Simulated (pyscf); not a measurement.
# `[F][SiH]`, singlet

Gas-phase minimum from PySCF at ωB97X-D3(BJ)/def2-SVP, one conformer. 

SMILES: F[SiH]
```xyz
3

F      0.8403     1.8413     0.3874
Si     1.1233     0.5878    -0.6268
H      0.1367    -0.4011     0.0216
```
Charge 0, spin multiplicity 1.

Bonds (Å): F1–Si2 1.637, Si2–H3 1.540. Bond angles (°): F1–Si2–H3 96.9.

Properties at ωB97X-D3(BJ)/def2-SVP:

| Property | Value |
|---|---|
| Harmonic wavenumbers, unscaled | 866, 895, 2027 cm⁻¹ |
| Zero-point energy | 5.4 kcal/mol |
| Rotational symmetry number | 1 |
| Entropy of this conformer at 298 K and 1 atm, rigid rotor and harmonic oscillator, modes under 100 cm⁻¹ raised to 100 | 239.1 J/(mol K) |
| Dipole moment | 1.03 D |

Single-point totals, which compare only within one level (frozen core for MP2 and CC):

| level | total energy (hartree) |
|---|---|
| ωB97X-D3(BJ)/def2-TZVP | -390.00572 |
| PBE/def2-TZVP | -389.73955 |
| r²SCAN/def2-TZVP | -389.91018 |
| B3LYP-D3(BJ)/def2-TZVP | -390.01137 |
| PBE0-D3(BJ)/def2-TZVP | -389.76375 |
| M06-2X/def2-TZVP | -389.93023 |
| ωB97M-D3(BJ)/def2-TZVP | -390.04668 |
| HF/def2-TZVPP | -389.00831 |
| MP2/def2-TZVPP | -389.36153 |
| CCSD/def2-TZVPP | -389.37971 |
| CCSD(T)/def2-TZVPP | -389.39096 |

The CCSD(T) − MP2 part came from Ansatz, without density fitting, on the same reference.
